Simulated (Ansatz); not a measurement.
A nudged elastic band was laid between two geometries of C2H5ClF2Si (11 atoms, charge 0, multiplicity 1).

Method: RHF/def2-SVP (Ansatz 0.2.0).

```json
{
  "movable images": "7",
  "climbing image": "yes",
  "spring": "5.0 eV/Å²",
  "optimiser": "quadratic models (default)",
  "start path": "IDPP",
  "force threshold": "0.2 eV/Å",
  "iteration limit": "60",
  "end points": "relaxed"
}
```

First end point:

```xyz
11
Properties=species:S:1:pos:R:3
C 0.829 -1.138 -0.455
C 0.575 0.137 0.324
F 0.752 -0.115 1.670
Si -1.168 0.844 0.134
F -1.421 1.050 -1.439
Cl -1.292 2.681 1.038
H 0.118 -1.919 -0.181
H 1.834 -1.505 -0.245
H 0.743 -0.952 -1.527
H 1.306 0.896 0.038
H -2.211 -0.037 0.664
```

Last end point:

```xyz
11
Properties=species:S:1:pos:R:3
C 0.694 -1.278 -0.269
C 0.449 0.001 0.506
F 0.099 -0.317 1.803
Si -0.949 1.077 -0.175
F -0.609 1.364 -1.718
Cl -1.005 2.879 0.804
H 1.478 -1.862 0.215
H 1.009 -1.049 -1.288
H -0.207 -1.893 -0.314
H 1.368 0.588 0.555
H -2.262 0.434 -0.098
```

(1) What changes between the two ends?

(2) Give the energies along the band, and the barrier.

(3) What is the geometry of the highest image?

The band took 3 iterations and roughly 70 core-seconds.

Answers

(1) No bond is made or broken. The dihedral H9–C1–C2–Si4 goes from 64 to -57°. The two ends are copies of one structure, up to a mirror image or an exchange of like atoms.

(2) It converged. The highest image is number 4 of 0 to 8, 0.160 eV above the ends, which have the same energy within 2 meV. The threshold of 0.2 eV/Å is loose, so the images may lie well off the minimum-energy path. Another band between the same ends (7 images) ends at a top of the same energy, where a vibrational analysis finds 1 clearly imaginary mode.

```csv
image,path coordinate (Å),energy (eV),dihedral H9–C1–C2–Si4 (°)
0,0.00,0.000,64
1,0.43,0.019,48
2,0.85,0.073,33
3,1.28,0.134,18
4,1.71,0.160,2
5,2.14,0.134,-13
6,2.56,0.074,-28
7,2.99,0.020,-43
8,3.42,0.000,-57
```

(3) 
```xyz
11
Properties=species:S:1:pos:R:3
C 0.734 -1.257 -0.327
C 0.477 0.026 0.470
F 0.215 -0.297 1.791
Si -1.002 1.051 -0.107
F -0.789 1.345 -1.672
Cl -1.063 2.850 0.880
H 0.617 -2.104 0.348
H 1.745 -1.287 -0.732
H 0.044 -1.395 -1.162
H 1.366 0.656 0.472
H -2.279 0.356 0.059
```

The run took 36 s on 2 threads of Arm Neoverse V2, on a shared host, peak memory 0.27 GiB.
